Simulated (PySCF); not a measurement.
An equivalent PySCF input for Te²⁺ (tellurium, charge +2), [Kr] 4d10 5s2 5p2, high-spin 3P determinant, with scalar relativity through the core potential:

```python
from pyscf import gto, scf, dft, mp, cc
import basis_set_exchange as bse
txt = bse.get_basis("def2-SVP", elements=["Te"], fmt="nwchem", header=False)
cut = txt.index("\nECP")
mol = gto.M(atom="Te 0 0 0", charge=2, spin=2, symmetry="D2h",
            basis=gto.basis.parse(txt[:cut]),
            ecp={"Te": gto.basis.parse_ecp(txt[cut:])})
mf = scf.UHF(mol)
mf.irrep_nelec = {'Ag': (4, 4), 'B1g': (1, 1), 'B2g': (1, 1), 'B3g': (1, 1), 'B1u': (2, 1), 'B2u': (2, 1), 'B3u': (1, 1)}
mf.kernel()
```

It reaches the same state as the run whose output follows, and the same energy. The run itself started from symmetry-adapted Hartree-Fock orbitals and held the occupation by maximum overlap, so the iterations belong to that start.

```
SCF conv_tol = 1e-09
number electrons alpha = 12  beta = 10
cycle= 1 E= -266.039221288526  delta_E= -0.00287  |g|= 0.017  |ddm|= 0.0789
cycle= 2 E= -266.039510312919  delta_E= -0.000289  |g|= 0.00544  |ddm|= 0.0251
cycle= 3 E= -266.039543783806  delta_E= -3.35e-05  |g|= 0.000151  |ddm|= 0.012
cycle= 4 E= -266.039543807095  delta_E= -2.33e-08  |g|= 1.58e-05  |ddm|= 0.000492
cycle= 5 E= -266.039543807404  delta_E= -3.09e-10  |g|= 2.67e-06  |ddm|= 8.49e-05
converged SCF energy = -266.039543807404  <S^2> = 2.0077405  2S+1 = 3.0051559
```

Energies and moments cover only the electrons outside the core potential.
